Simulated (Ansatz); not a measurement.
Z-matrix (Å, degrees):
```
Ga
Cl 1 2.129
Cl 1 2.152 2 118.1
O 1 2.077 2 104.4 3 104.4
Cl 1 2.152 2 118.1 3 -151.3
H 4 0.967 1 108.7 2 -121.5
H 4 0.967 1 108.7 2 121.5
```

Charge 0, multiplicity 1.

Q: List the r2SCAN/def2-TZVPP orbital energies in eV (Ansatz 0.2.0). (Best estimate.)

A: The calculation gave: Occupied: -10123.68, -2753.22, -2753.22, -2753.12, -1245.73, -1102.15, -1102.09, -1102.08, -518.91, -254.60, -254.60, -254.49, -193.13, -193.13, -193.03, -193.01, -193.01, -193.00, -193.00, -192.90, -192.89, -149.48, -102.33, -102.20, -102.19, -29.70, -22.31, -22.31, -22.30, -21.86, -21.85, -20.95, -20.43, -20.35, -16.53, -13.77, -11.79, -10.74, -9.72, -9.59, -8.48, -8.24, -8.21, -8.11, -8.03, -7.81. Lowest empty: -1.59, -0.73, 0.71, 1.29, 1.56, 1.73, 3.60, 4.25.
